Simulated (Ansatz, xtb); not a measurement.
## Two isomers of C4H6BN

We compare a, `BC1(C#N)CC1`, a singlet, with b, `B[C@@H]1C[C@H]1C#N`, a singlet. Both are isolated molecules in the gas phase, relaxed with PBE-D3(BJ)/def2-SVP; the shapes shown needn't be the lowest conformers.

a (Å):

```csv
atom,x (Å),y (Å),z (Å)
C,1.0460,0.4676,-0.3135
C,1.8936,0.8247,0.8017
C,-0.4079,1.0382,-0.2795
C,0.5578,1.6507,-1.2100
B,1.2385,-0.8951,-1.0146
N,2.5892,1.0998,1.7056
H,0.5024,-1.1560,-1.9487
H,2.0878,-1.6838,-0.6579
H,-0.6655,1.5762,0.6451
H,-1.1946,0.3774,-0.6724
H,0.4812,1.4401,-2.2868
H,0.9932,2.6280,-0.9528
```

b (Å):

```tsv
atom	x (Å)	y (Å)	z (Å)
C	0.7273	0.6805	0.1864
C	-0.2708	0.1256	-0.8315
C	0.8694	0.9441	-1.3485
C	0.6543	2.2878	-1.8211
B	1.7851	-0.2546	0.7990
N	0.4809	3.3810	-2.2094
H	2.2212	-0.0842	1.9205
H	2.1923	-1.1891	0.1292
H	0.3639	1.5578	0.7452
H	-0.2466	-0.9532	-1.0455
H	-1.2710	0.5836	-0.8353
H	1.6877	0.4125	-1.8618
```

Question: Which of the two would you expect CCSD(T)/def2-SVP + ΔMP2/def2-TZVPP electronic energies to favour?

Answer: Too close to call at this level: CCSD(T)/def2-SVP + ΔMP2/def2-TZVPP gives E(b) − E(a) = +1.76 kcal/mol.

The same difference at several levels:

```json
{"level": "GFN2-xTB", "geometry": "GFN2-xTB", "E(b) − E(a) (kcal/mol)": "+0.96", "departure from the last row (kcal/mol)": "−0.80", "job, with rough time for the two": "optimisation, 1 s"}
{"level": "HF/STO-3G", "geometry": "GFN2-xTB", "E(b) − E(a) (kcal/mol)": "+0.99", "departure from the last row (kcal/mol)": "−0.76", "job, with rough time for the two": "single point, 1.8 s"}
{"level": "r2SCAN-D4/def2-SVP", "geometry": "GFN2-xTB", "E(b) − E(a) (kcal/mol)": "+0.86", "departure from the last row (kcal/mol)": "−0.90", "job, with rough time for the two": "single point, 10 s"}
{"level": "PBE-D3(BJ)/def2-SVP", "geometry": "PBE-D3(BJ)/def2-SVP", "E(b) − E(a) (kcal/mol)": "+0.77", "departure from the last row (kcal/mol)": "−0.99", "job, with rough time for the two": "optimisation, 2 min"}
{"level": "HF/def2-SVP", "geometry": "PBE-D3(BJ)/def2-SVP", "E(b) − E(a) (kcal/mol)": "+1.45", "departure from the last row (kcal/mol)": "−0.31", "job, with rough time for the two": "part of the CCSD(T) run"}
{"level": "MP2/def2-SVP", "geometry": "PBE-D3(BJ)/def2-SVP", "E(b) − E(a) (kcal/mol)": "+1.74", "departure from the last row (kcal/mol)": "−0.02", "job, with rough time for the two": "part of the CCSD(T) run"}
{"level": "CCSD(T)/def2-SVP", "geometry": "PBE-D3(BJ)/def2-SVP", "E(b) − E(a) (kcal/mol)": "+1.59", "departure from the last row (kcal/mol)": "−0.17", "job, with rough time for the two": "single point"}
{"level": "CCSD(T)/def2-SVP + ΔMP2/def2-TZVPP", "geometry": "PBE-D3(BJ)/def2-SVP", "E(b) − E(a) (kcal/mol)": "+1.76", "departure from the last row (kcal/mol)": "", "job, with rough time for the two": "single point, 2.1 min"}
```

As drawn, both hold the same kinds of bond in the same numbers.

The largest departure from CCSD(T)/def2-SVP + ΔMP2/def2-TZVPP is that of PBE-D3(BJ)/def2-SVP, 0.99 kcal/mol. The last row adds to CCSD(T) the change of the MP2 difference between the two basis sets, here +0.17 kcal/mol.

With thermal terms from frequencies at re-optimised GFN2-xTB minima (ideal gas, soft modes damped towards free rotors, one conformer each, 298.15 K, 1 atm): on the last row, ΔE + ΔZPE = +1.79, ΔH = +1.79, ΔG = +1.65 kcal/mol.

The correlated steps freeze 6 core orbitals. Mirror images aren't counted in ΔG. Codes used: Ansatz 0.2.0, xtb 6.7.1; the last row on 2 threads of Intel(R) Xeon(R) Processor @ 2.50GHz (Skylake/Cascade Lake) on a shared host.
